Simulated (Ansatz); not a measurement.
`[NH2][GaH][SiH2][SiH3]` + `CC=N` → `N=C[CH2][GaH][NH2]` + `[SiH3][SiH3]`  (formal exchange of groups at a Ga–Si bond)

Computed with Ansatz on PBE0-D4/def2-TZVP structures; ΔE is electronic, products minus reactants. CCSD(T)/CBS is the MP2 limit (def2-TZVPP, def2-QZVPP) plus CCSD(T) − MP2 in def2-TZVPP, frozen cores. Functionals use def2-TZVPP. B3LYP here is the variant with VWN-RPA as its local correlation; programs differ in this. For Ga outer-core shells are correlated without core-valence functions, which leaves a few kJ/mol of doubt a bond. Scalar relativity is left out up to krypton. One conformer a species, not always the lowest.

```json
{"level": "r2SCAN-D4", "ΔE (kJ/mol)": "36.7"}
{"level": "ωB97M-V", "ΔE (kJ/mol)": "32.8"}
{"level": "B2PLYP", "ΔE (kJ/mol)": "32.2"}
{"level": "r2SCAN", "ΔE (kJ/mol)": "36.7"}
{"level": "B3LYP", "ΔE (kJ/mol)": "35.5"}
{"level": "MP2/def2-TZVPP", "ΔE (kJ/mol)": "26.3"}
{"level": "SCS-MP2/def2-TZVPP", "ΔE (kJ/mol)": "26.5"}
{"level": "HF/CBS(def2)", "ΔE (kJ/mol)": "29.5"}
```

(1) What does CCSD(T)/CBS give? (Estimate.)

Largest T1 diagnostic among the species: 0.015.

## Answers

(1) Ansatz gave: +32.1 kJ/mol. The listed levels differ from it by 4.6, 0.7, 0.1, 4.6, 3.4, -5.8, -5.6, -2.6 kJ/mol.
